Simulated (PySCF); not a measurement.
## How the method moves the HOMO and LUMO of trimethylchlorosilane

Species: trimethylchlorosilane, C3H9ClSi.
SMILES with atom numbers: `[CH3:1][Si:2]([CH3:3])([CH3:4])[Cl:5]` (hydrogens: H6, H7, H8 on C1; H9, H10, H11 on C3; H12, H13, H14 on C4)

Cartesian coordinates in Å at the PBE0-D3(BJ)/def2-SVP level; atoms count from 1:
```
atom  x, y, z in Å
C1    -0.5215    1.6479   -0.4991
Si2    0.1020    0.1076    0.3583
C3     1.6340   -0.5840   -0.4606
C4    -1.2357   -1.1889    0.5184
Cl5    0.6538    0.6746    2.2970
H6    -0.8167    1.4313   -1.5382
H7    -1.3959    2.0571    0.0297
H8     0.2590    2.4238   -0.5166
H9     2.0131   -1.4498    0.1036
H10    1.4169   -0.9122   -1.4898
H11    2.4324    0.1724   -0.5005
H12   -1.5758   -1.5217   -0.4757
H13   -2.1049   -0.7909    1.0637
H14   -0.8622   -2.0679    1.0654
```

Basis pcSseg-1 throughout (PySCF), one geometry. Geometry: PBE0-D3(BJ)/def2-SVP; no solvent, vibrations or thermal averaging.

**Question.** How do the orbital energies, the gap and the dipole change with the method?

**Answer.** 
```
   method                    kind  HOMO (eV)  LUMO (eV)  gap (eV)  μ (D)  SCF cycles
    B97-2           global hybrid      -8.15       1.10      9.25   2.52          12
     PBE0           global hybrid      -8.40       1.08      9.48   2.52          12
BHandHLYP           global hybrid      -9.64       1.69     11.33   2.54          11
CAM-B3LYP  range-separated hybrid      -9.76       1.88     11.64   2.51          11
  wB97X-D  range-separated hybrid     -10.30       2.86     13.16   2.56          11
  LC-wPBE  range-separated hybrid     -11.17       3.23     14.40   2.60          12
```

The HOMO spans 3.02 eV, from B97-2 down to LC-wPBE, and the gap runs from 9.25 eV (B97-2) to 14.40 eV (LC-wPBE). Over the methods B97-2 (21 %), PBE0 (25 %), BHandHLYP (50 %), a straight line through the gap against the share of exact exchange rises by 0.73 eV for each 10 % (correlation coefficient 1.000). The dipole ranges from 2.51 D (CAM-B3LYP) to 2.60 D (LC-wPBE). This basis has no diffuse functions.
